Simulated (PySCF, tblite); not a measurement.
Isomers of C3H7OSSi (doublet state), one GFN2-xTB conformer each. Single-point energies are computed at B3LYP/pcH-1 (PySCF, gas phase, no added dispersion term), electronic only. GFN2-xTB treats the open shell by occupation alone, and not every SCF solution was tested for stability.

| SMILES | GFN2-xTB relative energy (kcal/mol) |
| --- | --- |
| [SiH3]S[C@H]1[CH]OC1 | 1.6 |
| [SiH3]S[C]1COC1 | 0.0 |

Conformers: `[SiH3:1][S:2][C@H:3]1[CH:4][O:5][CH2:6]1` (doublet state) with Si1–S2–C3–C4 -28°; `[SiH3:1][S:2][C:3]1[CH2:4][O:5][CH2:6]1` (doublet state) with Si1–S2–C3–C4 174°.

Problem. What does B3LYP/pcH-1 give for the same structures?

Solution. 
```tsv
SMILES	B3LYP/pcH-1 E (Eh)	B3LYP/pcH-1 (kcal/mol)	GFN2-xTB (kcal/mol)	point group
[SiH3]S[C@H]1[CH]OC1	-881.37955	0.0	1.6	C1
[SiH3]S[C]1COC1	-881.37751	1.3	0.0	C1
```

GFN2-xTB puts [SiH3]S[C]1COC1 lowest instead. Neighbours under 5.0 kcal/mol apart ([SiH3]S[C@H]1[CH]OC1 and [SiH3]S[C]1COC1) can change places with a better method, another conformer or zero-point energy.

Problem. What happens when harmonic zero-point energies from GFN2-xTB frequencies are added?

Solution. 
| SMILES | ZPE (kcal/mol) | electronic (kcal/mol) | with ZPE (kcal/mol) |
| --- | --- | --- | --- |
| [SiH3]S[C@H]1[CH]OC1 | 54.9 | 0.0 | 0.0 |
| [SiH3]S[C]1COC1 | 54.9 | 1.3 | 1.3 |

The zero-point energies span 0.0 kcal/mol. The order is unchanged.

Problem. As an exercise, what shares would exp(−E/RT) give at 298.15 K from these electronic energies alone (no entropy, no degeneracies)?

Solution. RT = 0.592 kcal/mol: [SiH3]S[C@H]1[CH]OC1 89.6 %, [SiH3]S[C]1COC1 10.4 %.
